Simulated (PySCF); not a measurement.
Si(F)2(OH)(SH) (F2H2OSSi), SMILES O[Si](F)(F)S.

Geometry: PBE0-D3(BJ)/def2-SVP. One conformer was computed; it need not be the lowest.

Method: PBE0-D3(BJ)/def2-SVP (PySCF).

Frequencies are harmonic and unscaled.

Task: Estimate the vibrational spectrum. (An estimate is asked for; the answer gives what the named calculation found.)

Result: 
```json
[
 {"mode": "1", "ν (cm⁻¹)": "106", "IR (km/mol)": "22.3", "moving atoms (share of kinetic energy)": "H 71 %, F 12 %, O 9 %"},
 {"mode": "2", "ν (cm⁻¹)": "178", "IR (km/mol)": "25.1", "moving atoms (share of kinetic energy)": "F 51 %, H 34 %, S 9 %"},
 {"mode": "3", "ν (cm⁻¹)": "213", "IR (km/mol)": "9.8", "moving atoms (share of kinetic energy)": "H 26 %, O 25 %, F 25 %, S 19 %"},
 {"mode": "4", "ν (cm⁻¹)": "250", "IR (km/mol)": "40.0", "moving atoms (share of kinetic energy)": "H 53 %, F 19 %, Si 12 %, S 10 %"},
 {"mode": "5", "ν (cm⁻¹)": "324", "IR (km/mol)": "47.4", "moving atoms (share of kinetic energy)": "F 35 %, S 31 %, O 17 %, Si 8 %"},
 {"mode": "6", "ν (cm⁻¹)": "329", "IR (km/mol)": "17.5", "moving atoms (share of kinetic energy)": "F 59 %, Si 20 %, O 15 %"},
 {"mode": "7", "ν (cm⁻¹)": "344", "IR (km/mol)": "87.4", "moving atoms (share of kinetic energy)": "F 36 %, O 35 %, H 17 %, Si 11 %"},
 {"mode": "8", "ν (cm⁻¹)": "547", "IR (km/mol)": "81.4", "moving atoms (share of kinetic energy)": "Si 33 %, S 33 %, F 18 %, H 11 %"},
 {"mode": "9", "ν (cm⁻¹)": "741", "IR (km/mol)": "17.6", "moving atoms (share of kinetic energy)": "H 82 %, O 8 %"},
 {"mode": "10", "ν (cm⁻¹)": "779", "IR (km/mol)": "106.2", "moving atoms (share of kinetic energy)": "H 58 %, O 24 %, F 16 %"},
 {"mode": "11", "ν (cm⁻¹)": "886", "IR (km/mol)": "252.4", "moving atoms (share of kinetic energy)": "Si 35 %, F 34 %, H 22 %"},
 {"mode": "12", "ν (cm⁻¹)": "960", "IR (km/mol)": "177.1", "moving atoms (share of kinetic energy)": "Si 48 %, F 46 %"},
 {"mode": "13", "ν (cm⁻¹)": "1011", "IR (km/mol)": "157.6", "moving atoms (share of kinetic energy)": "Si 49 %, O 28 %, F 16 %"},
 {"mode": "14", "ν (cm⁻¹)": "2719", "IR (km/mol)": "3.1", "moving atoms (share of kinetic energy)": "H 97 %"},
 {"mode": "15", "ν (cm⁻¹)": "3920", "IR (km/mol)": "144.1", "moving atoms (share of kinetic energy)": "H 94 %"}
]
```
